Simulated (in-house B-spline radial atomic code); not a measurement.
Radial electron density of Ni6+, [Ar] 3d3 5g1. Level of theory: Dirac-Hartree-Fock, average of configuration, Fermi nucleus of rms radius 3.7757 fm; calculated with an all-electron radial atomic-structure program (B-spline basis).

Columns: r (bohr), 4πr²n(r) (electrons per bohr), bar.

```
 0.00204   0.7971 #
 0.00252    1.174 #
  0.0031    1.704 ##
 0.00383    2.475 ###
 0.00472    3.545 ####
 0.00582    5.024 ######
 0.00718    7.025 ########
 0.00886    9.653 ###########
  0.0109    12.93 ###############
  0.0135       17 ###################
  0.0166    21.46 ########################
  0.0205    26.15 ##############################
  0.0253    30.35 ##################################
  0.0312    33.26 ######################################
  0.0385    34.19 #######################################
  0.0475    32.88 #####################################
  0.0586    30.08 ##################################
  0.0723    27.54 ###############################
  0.0891     27.4 ###############################
    0.11    30.67 ###################################
   0.136    35.81 #########################################
   0.167    38.71 ############################################
   0.206    35.95 #########################################
   0.255    27.41 ###############################
   0.314    18.45 #####################
   0.387    14.44 ################
   0.478    16.02 ##################
   0.589    18.13 #####################
   0.727    16.12 ##################
   0.897    10.41 ############
    1.11    4.671 #####
    1.36    1.513 ##
    1.68   0.3385 
    2.08   0.1397 
    2.56   0.2171 
    3.16   0.3267 
     3.9   0.3359 
    4.81   0.2133 
    5.93  0.07497 
    7.31  0.01271 
    9.02 0.0008637 
    11.1 2.026e-05 
    13.7 1.127e-07
```

On this grid the curve has 4 maxima, near 0.0385, 0.167, 0.589, 3.9 bohr.

The 5g9/2 radial function P(r) = rR(r), positive near the nucleus, with its small component Q(r) (sign convention: Q ≈ (P' + κP/r)/2c):

```tsv
r (bohr)	P	Q
0.387	0.001237	-1.222e-05
0.589	0.006173	-4.94e-05
0.897	0.02792	-0.0001752
1.36	0.1082	-0.0005827
2.08	0.3225	-0.001663
3.16	0.5715	-0.002926
4.81	0.4619	-0.002362
7.31	0.1127	-0.0005763
11.1	0.004501	-2.298e-05
```
